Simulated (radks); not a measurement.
The nuclear charge of the silver ion Ag+ is varied continuously with 46 electrons held in [Kr] 4d10. Calculated with a radial shooting solver on a logarithmic mesh with Libxc functionals: Dirac Kohn-Sham, LDA (Slater exchange, Perdew-Wang correlation), spin-unpolarised, spherical densities, finite nucleus; Fermi nuclear charge, rms radius 4.5454 fm. By the Hellmann-Feynman theorem dE/dZ = E(electron-nucleus)/Z, the electronic potential at the nucleus (averaged over a nucleus of fixed radius).

Z     E (hartree)  E(electron-nucleus)/Z (hartree)   HOMO  e(HOMO) (eV)  <r> HOMO (bohr)
46    -5042.08302                         -265.795  4d5/2        -4.141            1.607
46.2  -5095.40441                         -267.418  4d5/2        -6.151            1.555
46.4  -5149.05019                         -269.039  4d5/2        -8.323            1.510
46.6  -5203.02001                         -270.659  4d5/2       -10.643            1.470
46.8  -5257.31365                         -272.277  4d5/2       -13.103            1.432
47    -5311.93094                         -273.895  4d5/2       -15.694            1.399
47.2  -5366.87178                         -275.513  4d5/2       -18.409            1.367
47.4  -5422.13612                         -277.130  4d5/2       -21.243            1.338
47.6  -5477.72393                         -278.748  4d5/2       -24.192            1.311
47.8  -5533.63524                         -280.365  4d5/2       -27.251            1.285
48    -5589.87009                         -281.983  4d5/2       -30.417            1.261

The central difference of E at Z = 47 is -273.895 hartree, to compare with the third column; the second derivative is -8.09 hartree.
